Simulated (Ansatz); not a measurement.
`C=N[SiH](F)F` at its PBE0-D4/def2-TZVP geometry, where that method's forces vanish. Charge 0, multiplicity 1.

| atom | x (Å) | y (Å) | z (Å) |
| --- | --- | --- | --- |
| C1 | 0.195 | 1.487 | -0.311 |
| N2 | 0.421 | 0.299 | -0.660 |
| Si3 | -0.050 | -1.131 | 0.151 |
| F4 | -0.919 | -0.845 | 1.452 |
| F5 | -0.966 | -1.967 | -0.831 |
| H6 | 0.567 | 2.319 | -0.919 |
| H7 | -0.369 | 1.768 | 0.589 |
| H8 | 1.122 | -1.929 | 0.531 |

(1) For each bond, give half the difference of the two atoms' forces along it (eV/Å; positive pushes the atoms apart) under PBE-D4, r2SCAN-D4, B3LYP-D4, ωB97M-V in def2-TZVPP. (Estimate.)

## Answers

(1) Computed: 
| bond | length (Å) | PBE-D4 | r2SCAN-D4 | B3LYP-D4 | ωB97M-V |
| --- | --- | --- | --- | --- | --- |
| C1–N2 | 1.258 | 0.57 | 0.26 | 0.16 | 0.09 |
| C1–H6 | 1.096 | -0.02 | -0.05 | -0.13 | -0.10 |
| C1–H7 | 1.099 | -0.01 | -0.04 | -0.07 | -0.10 |
| N2–Si3 | 1.711 | -0.12 | -0.07 | -0.01 | 0.02 |
| Si3–F4 | 1.591 | 0.46 | 0.04 | 0.19 | 0.14 |
| Si3–F5 | 1.582 | 0.48 | 0.05 | 0.17 | 0.15 |
| Si3–H8 | 1.468 | -0.09 | -0.05 | -0.20 | -0.25 |

B3LYP here is the variant with VWN-RPA as its local correlation; programs differ in this.
